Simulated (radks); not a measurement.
Values are calculated unless marked as measured or tabulated.
Charge is removed step by step from the 1s level of the lithium ion Li+, starting from [He]. Code: a radial shooting solver on a logarithmic mesh with Libxc functionals. Model: scalar-relativistic Kohn-Sham, r2SCAN, spin-unpolarised, spherical densities, finite nucleus; meta-GGA in the generalised Kohn-Sham scheme; Fermi nuclear charge, rms radius 2.444 fm.

removed (e)  E - E(0) (eV)  eigenvalue (eV)  E minus straight line (eV)
0                    0.000          -61.925                       0.000
0.25                16.603          -70.955                      -3.511
0.5                 35.503          -80.296                      -4.725
0.75                56.771          -89.883                      -3.572
1                   80.457          -99.622                       0.000

Removing the whole electron costs 80.457 eV by Delta-SCF, against 61.925 eV from minus the eigenvalue at the starting occupation. Slater's transition state (half an electron removed) gives 80.296 eV. Integrating minus the eigenvalue over the occupation (Janak's theorem) gives 80.457 eV. In this scalar-relativistic scheme the density is built from large components alone, so the theorem holds only approximately. The mean slope of the eigenvalue, de/dn, is 37.7 eV per electron. Ionisation energy of Li+ in the NIST Atomic Spectra Database: 75.640 eV (theoretical).

Beside tabulated values, note that spin-unpolarised runs miss the spin-polarisation part of the exchange energy of open shells.
